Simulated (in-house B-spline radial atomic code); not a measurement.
## RPA and G0W0 on TPSS: the arsenic ion As⁴⁺

Configuration [Ar] 3d10 4s1, highest spin, mean-field start TPSS. Computed with a B-spline radial code for spherical atoms: all electrons, non-relativistic, point nucleus, each spin shell either full or empty, empty states to l = 9 with an (l + 1/2)⁻⁴ tail; G0W0 by contour deformation at full frequency.

Command:
```bash
python run_gw.py task.json out
```
Settings (radii: box in bohr, nucleus in fm):
```
Z                        33
electrons                29
configuration            [Ar] 3d10 4s1
hamiltonian              nr
method                   tpss,tpss
lmax                     9
spin_polarised           True
box_radius               11.96
intervals                51
ion_configuration        [Ar] 3d10
```

Cost of the run: 3.2 s on 1 thread of Intel(R) Xeon(R) Platinum 8488C (Sapphire Rapids), on a shared host.

Energies (hartree):

```
                                     term        value
                         mean-field total  -2231.93142
Hartree-Fock functional on these orbitals  -2230.47114
                      direct second order      -2.5258
                    second-order exchange      0.73927
                         SOSEX correction      0.67639
```

**Question.** What is the RPA correlation energy, and what remains with SOSEX?

**Answer.** RPA gives -2.1777 hartree (-2.04 eV per electron); RPA + SOSEX gives -1.5013, and the second-order doubles -1.7865 hartree (no singles). SOSEX takes back 31 % of the RPA value.

Quasi-particle levels (eV):

```
  level  occupied  mean field  Σx - vxc     Σc  QP weight     G0W0
  4s up       yes      -56.73     -4.45      ?          ?        ?
3d down       yes      -91.22    -17.03   3.39      0.921  -104.86
4s down        no      -54.72      8.00  -2.64      0.945   -49.37
```

G0W0 = mean field + (Σx - vxc) + Σc, with Σc (partial-wave tail included) taken at the quasi-particle energy. Only the outer levels were computed. Levels of low weight are left out.

**Question.** Where does G0W0 put 4s up?

**Answer.** At -62.91 eV, with Σc = -1.74 eV and a quasi-particle weight of 0.968. The tabulated removal energy is 62.77 ± 0.06 eV (NIST, measured); the calculation leaves out relativity, Breit and QED terms, and what these don't explain is the method's own error.

**Question.** What does it cost to remove one electron (to [Ar] 3d10) by differences of total energies, each species on its own start (correlation terms add to the Hartree-Fock functional)?

**Answer.** TPSS 62.45 eV, Hartree-Fock functional 60.70 eV, + RPA 62.55 eV, + RPA + SOSEX 61.77 eV, + second order 62.30 eV. Tabulated: 62.77 ± 0.06 eV (NIST, measured); the calculation leaves out relativity, Breit and QED terms, and what these don't explain is the method's own error.
